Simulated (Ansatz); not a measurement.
```csv
atom,x (Å),y (Å),z (Å)
C,0.0099,0.0436,-0.0224
C,1.3973,-0.0464,0.0074
C,-0.7281,1.2056,-0.0411
C,-0.6992,-1.2062,0.0457
H,1.9576,-0.8907,-0.0080
H,1.9867,0.9069,-0.0392
H,-1.7582,1.2712,0.0080
H,-0.1776,2.1782,0.0500
H,-1.8456,-1.2567,-0.0129
H,-0.1911,-2.1629,-0.0450
```

Basis set: 6-31G* (spherical functions). Correlated methods keep 4 orbitals frozen. Charge 0, multiplicity 3.

Computed with Ansatz (development build ahead of 0.2.0); each method stands on the lowest determinant of its kind that the runs found.

The atomization energy at this shape (free ground-state atoms in the same class of orbitals less the molecule, no zero-point energy) of triplet C4H6:

```csv
method,atomization energy
UHF-MP2,38.29 eV
```

**Question.** What does UHF give?

**Answer.** 31.84 eV. Caution: the shape is not the minimum; the unrestricted determinant is spin contaminated.
